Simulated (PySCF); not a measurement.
Isomers of C6H11N, mass 97.089 u with the commonest isotopes. The calculation used PBE0/def2-SVPD in PySCF (dipole) on a GFN2-xTB geometry, gas phase. One conformer each, none proved a minimum here; rigid rotors.

Question: Order these by out-of-plane moment Σ m c² = (Ia + Ib − Ic)/2, largest first.
A. `[CH3:1][NH:2][CH:3]1[CH2:4][CH:5]=[CH:6][CH2:7]1` with C1–N2–C3–C4 170°, N2–C3–C4–C5 137°, C3–C4–C5–C6 -11°, C5–C6–C7–C3 11°, N2–C3–C7–C6 -137°
B. `[NH2:1][C@H:2]1[CH2:3][C@@H:4]2[CH2:5][C@@H:6]2[CH2:7]1` with H–N1–C2–C3 -179° and 63°, N1–C2–C3–C4 144°, C2–C3–C4–C5 49°, C3–C4–C5–C6 -97°, C4–C5–C6–C7 97°
C. `[CH2:1]=[C:2]1[CH2:3][CH2:4][C@H:5]([NH2:6])[CH2:7]1` with C4–C5–N6–H -60° and -179°, C1–C2–C3–C4 176°, C2–C3–C4–C5 26°, C3–C4–C5–N6 85°, C4–C5–C7–C2 33°

Answer: C (34.45 u·Å²), B (23.62 u·Å²), A (10.78 u·Å²).

Question: Order these by radius of gyration √(Σ m r²/M), smallest first.
A. `[CH2:1]=[C:2]1[CH2:3][CH2:4][C@H:5]([NH2:6])[CH2:7]1` with C4–C5–N6–H -60° and -179°, C1–C2–C3–C4 176°, C2–C3–C4–C5 26°, C3–C4–C5–N6 85°, C4–C5–C7–C2 33°
B. `[NH2:1][C@H:2]1[CH2:3][C@@H:4]2[CH2:5][C@@H:6]2[CH2:7]1` with H–N1–C2–C3 -179° and 63°, N1–C2–C3–C4 144°, C2–C3–C4–C5 49°, C3–C4–C5–C6 -97°, C4–C5–C6–C7 97°
C. `[CH3:1][NH:2][CH:3]1[CH2:4][CH:5]=[CH:6][CH2:7]1` with C1–N2–C3–C4 170°, N2–C3–C4–C5 137°, C3–C4–C5–C6 -11°, C5–C6–C7–C3 11°, N2–C3–C7–C6 -137°

Answer: B (1.736 Å), A (1.775 Å), C (1.880 Å).

Question: Order these by rotational constant A, largest first.
A. `[CH3:1][NH:2][CH:3]1[CH2:4][CH:5]=[CH:6][CH2:7]1` with C1–N2–C3–C4 170°, N2–C3–C4–C5 137°, C3–C4–C5–C6 -11°, C5–C6–C7–C3 11°, N2–C3–C7–C6 -137°
B. `[NH2:1][C@H:2]1[CH2:3][C@@H:4]2[CH2:5][C@@H:6]2[CH2:7]1` with H–N1–C2–C3 -179° and 63°, N1–C2–C3–C4 144°, C2–C3–C4–C5 49°, C3–C4–C5–C6 -97°, C4–C5–C6–C7 97°
C. `[CH2:1]=[C:2]1[CH2:3][CH2:4][C@H:5]([NH2:6])[CH2:7]1` with C4–C5–N6–H -60° and -179°, C1–C2–C3–C4 176°, C2–C3–C4–C5 26°, C3–C4–C5–N6 85°, C4–C5–C7–C2 33°

Answer: A (6139 MHz), B (5531 MHz), C (4439 MHz).

```json
{"SMILES": "N[C@H]1C[C@@H]2C[C@@H]2C1", "point group": "Cs", "Ia (u·Å²)": "91.37", "Ib (u·Å²)": "224.92", "Ic (u·Å²)": "269.04", "κ": "-0.80", "μa (D)": "0.15", "μb (D)": "0.00", "μc (D)": "1.03"}
{"SMILES": "C=C1CC[C@H](N)C1", "point group": "C1", "Ia (u·Å²)": "113.85", "Ib (u·Å²)": "226.53", "Ic (u·Å²)": "271.47", "κ": "-0.71", "μa (D)": "0.50", "μb (D)": "0.48", "μc (D)": "0.36"}
{"SMILES": "CNC1CC=CC1", "point group": "C1", "Ia (u·Å²)": "82.32", "Ib (u·Å²)": "271.52", "Ic (u·Å²)": "332.28", "κ": "-0.85", "μa (D)": "0.44", "μb (D)": "0.41", "μc (D)": "0.77"}
```
